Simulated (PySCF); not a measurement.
Cartesian coordinates (Å):
```xyz
9

Cd     0.0000     0.0000     0.0000
C     -2.0421    -0.5129    -0.1790
H     -2.6851     0.2732     0.2488
H     -2.2601    -1.4546     0.3501
H     -2.3246    -0.6443    -1.2359
C      2.0421     0.5129     0.1790
H      2.4236     0.2686     1.1835
H      2.1940     1.5914     0.0114
H      2.6522    -0.0341    -0.5579
```
Charge 0, spin multiplicity 1.

Task: What LUMO, HOMO, total energy, dipole moment, HOMO–LUMO gap and charge on the central atom (Mulliken) does TPSSh-D3(BJ)/def2-TZVP // r2SCAN-D4/def2-SVP run with PySCF give?

Result: 
```yaml
LUMO: -0.25 eV
HOMO: -6.23 eV
total_energy: -6736.16 eV
dipole_moment: 0.00 D
HOMO–LUMO gap: 5.98 eV
charge on the central atom (Mulliken): 0.62 e
```
